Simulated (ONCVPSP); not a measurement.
## Reading a pseudo-wave (P (Z = 15))

Columns: radius, all-electron u(r) and pseudo u(r) of the 3p shell (level -5.52 eV) of phosphorus in the configuration [Ne] 3s2 3p3; PBE, non-relativistic, ONCV scheme, ONCVPSP 4.0.1.

```
r (bohr)  all-electron  pseudo
   0.075       -0.0873  0.0031
   0.150       -0.2070  0.0126
   0.225       -0.2793  0.0284
   0.300       -0.2961  0.0504
   0.375       -0.2685  0.0779
   0.450       -0.2104  0.1097
   0.525       -0.1340  0.1451
   0.600       -0.0484  0.1833
   0.675        0.0399  0.2243
   0.750        0.1266  0.2676
   0.825        0.2089  0.3124
   0.900        0.2851  0.3571
   0.975        0.3542  0.4005
   1.050        0.4160  0.4419
   1.125        0.4705  0.4818
   1.200        0.5180  0.5209
   1.275        0.5586  0.5588
   1.350        0.5925  0.5926
   1.425        0.6200  0.6202
   1.500        0.6418  0.6419
   1.575        0.6582  0.6583
   1.650        0.6698  0.6699
   1.725        0.6770  0.6771
   1.800        0.6803  0.6804
   1.875        0.6802  0.6803
   1.950        0.6772  0.6773
```

(1) How many radial nodes do the two functions have?

(2) At about which radius was the pseudo-wave matched?

(3) Is the pseudo-wave norm-conserving?

## Answers

(1) The all-electron 3p function has n − l − 1 = 1; the pseudo-wave has 0, since the states of the same l below it are removed with the core.

(2) 1.30 bohr, where the columns begin to agree (steps of 0.07 bohr).

(3) Yes: the ONCV scheme keeps the norm inside the radius equal to the all-electron one, which fixes the energy derivative of the logarithmic derivative at the level.
